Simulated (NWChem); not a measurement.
The numbers come from NWChem runs, not from measurements. System: H$_{2}$O$_{2}$Si, charge 0, spin multiplicity 1, at a geometry optimised with PBE/def2-SVP. The structure started from a generated list of species. Level: RHF/def2-SVPD.

Input file:

```
start mol
memory heap 200 mb stack 900 mb global 1100 mb
geometry units angstroms nocenter noautoz
  Si    -0.156024     0.620528     0.000000
  O     -1.206646    -0.691358     0.000000
  H     -0.762596    -1.564758     0.000000
  O      1.311658    -0.239586     0.000000
  H      2.106837     0.324921     0.000000
  symmetry group Cs
end
basis spherical
  * library def2-svpd
end
scf
  rhf
  nopen 0
  maxiter 100
  thresh 1e-7
  semidirect memsize 60000000 filesize 0
end
task scf energy
```

NWChem printed:

```
             Northwest Computational Chemistry Package (NWChem) 7.3.0
             --------------------------------------------------------

                                NWChem Input Module
                                -------------------

 Scaling coordinates for geometry "geometry" by  1.889725989
 (inverse scale =  0.529177249)

 Turning off AUTOSYM since
 SYMMETRY directive was detected!

                             Geometry "geometry" -> ""
                             -------------------------

 Output coordinates in angstroms (scale by  1.889725989 to convert to a.u.)

  No.       Tag          Charge          X              Y              Z
 ---- ---------------- ---------- -------------- -------------- --------------
    1 Si                  14.0000    -0.15602400     0.62052800     0.00000000
    2 O                    8.0000    -1.20664600    -0.69135800     0.00000000
    3 H                    1.0000    -0.76259600    -1.56475800     0.00000000
    4 O                    8.0000     1.31165800    -0.23958600     0.00000000
    5 H                    1.0000     2.10683700     0.32492100     0.00000000

 Effective nuclear repulsion energy (a.u.)     101.6106287913

            Nuclear Dipole moment (a.u.)
            ----------------------------
        X                 Y               Z
 ---------------- ---------------- ----------------
     0.0000018897     0.0000056692     0.0000000000

      Symmetry information
      --------------------

 Group name             Cs
 Group number              2
 Group order               2
 No. of unique centers     5

      Symmetry unique atoms

     1    2    3    4    5


 Summary of "ao basis" -> "" (spherical)
 ------------------------------------------------------------------------------
       Tag                 Description            Shells   Functions and Types
 ---------------- ------------------------------  ------  ---------------------
 *                         def2-svpd                  on all atoms

 Summary of "ao basis" -> "ao basis" (spherical)
 ------------------------------------------------------------------------------
       Tag                 Description            Shells   Functions and Types
 ---------------- ------------------------------  ------  ---------------------
 Si                        def2-svpd                10       24   5s3p2d
 O                         def2-svpd                 9       23   4s3p2d
 H                         def2-svpd                 4        8   2s2p

                                 NWChem SCF Module
                                 -----------------

  ao basis        = "ao basis"
  functions       =    86
  atoms           =     5
  closed shells   =    16
  open shells     =     0
  charge          =   0.00
  wavefunction    = RHF
  use symmetry    = T
  symmetry adapt  = T

 Summary of "ao basis" -> "ao basis" (spherical)
 ------------------------------------------------------------------------------
       Tag                 Description            Shells   Functions and Types
 ---------------- ------------------------------  ------  ---------------------
 Si                        def2-svpd                10       24   5s3p2d
 O                         def2-svpd                 9       23   4s3p2d
 H                         def2-svpd                 4        8   2s2p

      Symmetry analysis of basis
      --------------------------

        a'         61
        a"         25

 Forming initial guess at       0.0s
[...]
         Total SCF energy =   -439.684623806431
      One-electron energy =   -811.255008598895
      Two-electron energy =    269.959756001115
 Nuclear repulsion energy =    101.610628791348

        Time for solution =      0.5s

       Symmetry analysis of molecular orbitals - final
       -----------------------------------------------

  Numbering of irreducible representations:

     1 a'          2 a"

  Orbital symmetries:

     1 a'          2 a'          3 a'          4 a'          5 a"
     6 a'          7 a'          8 a'          9 a'         10 a'
    11 a'         12 a'         13 a'         14 a"         15 a"
    16 a'         17 a"         18 a'         19 a'         20 a'
    21 a'         22 a'         23 a"         24 a'         25 a'
    26 a"

             Final eigenvalues
             -----------------

              1
    1  -68.8160
    2  -20.5792
    3  -20.5714
    4   -6.1747
    5   -4.2817
    6   -4.2817
    7   -4.2800
    8   -1.3415
    9   -1.3097
   10   -0.7499
   11   -0.7054
   12   -0.5935
   13   -0.5551
   14   -0.5518
   15   -0.5100
   16   -0.3661
   17    0.0637
   18    0.0850
   19    0.1022
   20    0.1263
   21    0.1528
   22    0.1670
   23    0.1787
   24    0.1867
   25    0.2179
   26    0.2260

                       ROHF Final Molecular Orbital Analysis
                       -------------------------------------

 Vector   14  Occ=2.000000D+00  E=-5.517757D-01  Symmetry=a"
              MO Center=  2.5D-01, -3.4D-01, -7.2D-16, r^2= 2.2D+00
   Bfn.  Coefficient  Atom+Function         Bfn.  Coefficient  Atom+Function
  ----- ------------  ---------------      ----- ------------  ---------------
    62      0.438107  4 O  pz                31      0.365614  2 O  pz
    65      0.336028  4 O  pz                34      0.277504  2 O  pz

 Vector   15  Occ=2.000000D+00  E=-5.099927D-01  Symmetry=a"
              MO Center= -1.3D-01, -4.6D-01, -3.4D-15, r^2= 2.3D+00
   Bfn.  Coefficient  Atom+Function         Bfn.  Coefficient  Atom+Function
  ----- ------------  ---------------      ----- ------------  ---------------
    31      0.464818  2 O  pz                62     -0.398730  4 O  pz
    34      0.362969  2 O  pz                65     -0.312282  4 O  pz

 Vector   16  Occ=2.000000D+00  E=-3.660796D-01  Symmetry=a'
              MO Center= -1.7D-01,  1.0D+00, -9.2D-16, r^2= 2.2D+00
   Bfn.  Coefficient  Atom+Function         Bfn.  Coefficient  Atom+Function
  ----- ------------  ---------------      ----- ------------  ---------------
     3      0.501531  1 Si s                  4      0.448768  1 Si s
     2      0.293037  1 Si s                 13      0.278662  1 Si py
    10      0.274292  1 Si py                61     -0.197725  4 O  py
    64     -0.165083  4 O  py

 Vector   17  Occ=0.000000D+00  E= 6.373630D-02  Symmetry=a"
              MO Center= -1.8D-01,  9.3D-01, -5.9D-15, r^2= 3.7D+00
   Bfn.  Coefficient  Atom+Function         Bfn.  Coefficient  Atom+Function
  ----- ------------  ---------------      ----- ------------  ---------------
    14      0.458830  1 Si pz                21      0.362801  1 Si d -1
    37      0.350961  2 O  pz                68      0.317678  4 O  pz
    11      0.287734  1 Si pz                65     -0.165391  4 O  pz
     8     -0.162240  1 Si pz                62     -0.162321  4 O  pz
    31     -0.159300  2 O  pz                55     -0.159130  3 H  pz

 Vector   18  Occ=0.000000D+00  E= 8.500646D-02  Symmetry=a'
              MO Center=  1.7D+00,  4.2D-01,  9.3D-15, r^2= 8.0D+00
   Bfn.  Coefficient  Atom+Function         Bfn.  Coefficient  Atom+Function
  ----- ------------  ---------------      ----- ------------  ---------------
     5      2.152232  1 Si s                 66      1.090157  4 O  px
    80     -1.056605  5 H  s                 36     -0.767270  2 O  py
    49     -0.561875  3 H  s                 13     -0.492615  1 Si py
     4     -0.295356  1 Si s                 85      0.260970  5 H  py
    84      0.256786  5 H  px                35      0.224558  2 O  px

 Vector   19  Occ=0.000000D+00  E= 1.021951D-01  Symmetry=a'
              MO Center= -6.1D-01, -5.7D-01,  5.4D-16, r^2= 8.9D+00
   Bfn.  Coefficient  Atom+Function         Bfn.  Coefficient  Atom+Function
  ----- ------------  ---------------      ----- ------------  ---------------
    59      2.987061  4 O  s                  5     -1.894431  1 Si s
    36      1.178358  2 O  py                80     -1.136126  5 H  s
    67      1.072319  4 O  py                 4     -1.020311  1 Si s
    49      0.678998  3 H  s                 24     -0.544279  1 Si d  2
    13      0.430356  1 Si py                12     -0.288794  1 Si px

 center of mass
 --------------
 x =  -0.04056916 y =   0.03721269 z =   0.00000000

 moments of inertia (a.u.)
 ------------------
          78.156171364257         -26.879209717850           0.000000000000
         -26.879209717850         201.832913606742           0.000000000000
           0.000000000000           0.000000000000         279.989084970998

  Mulliken analysis of the total density
  --------------------------------------

    Atom       Charge   Shell Charges
 -----------   ------   -------------------------------------------------------
    1 Si  14    12.98   2.00  1.99  1.14  0.32  0.14  5.93  0.81  0.41  0.24 -0.01
    2 O    8     8.71   1.99  1.06  0.71  0.02  2.83  1.95  0.13  0.01  0.00
    3 H    1     0.76   0.66  0.02  0.06  0.02
    4 O    8     8.77   1.99  1.06  0.72  0.04  2.83  1.95  0.18  0.01 -0.01
    5 H    1     0.79   0.68  0.05  0.07 -0.01

       Multipole analysis of the density wrt the origin
       ------------------------------------------------

     L   x y z        total         open         nuclear
     -   - - -        -----         ----         -------
     0   0 0 0     -0.000000      0.000000     32.000000

     1   1 0 0      0.734807      0.000000      0.000002
     1   0 1 0      0.071462      0.000000      0.000006
     1   0 0 1      0.000000      0.000000      0.000000

     2   2 0 0    -18.575986      0.000000    109.891126
     2   1 1 0      1.862060      0.000000     16.720251
     2   1 0 1     -0.000000      0.000000      0.000000
     2   0 2 0    -18.184100      0.000000     43.666367
     2   0 1 1     -0.000000      0.000000      0.000000
     2   0 0 2    -17.725776      0.000000      0.000000

 Task  times  cpu:        0.9s     wall:        0.9s

 Total times  cpu:        0.9s     wall:        0.9s
```
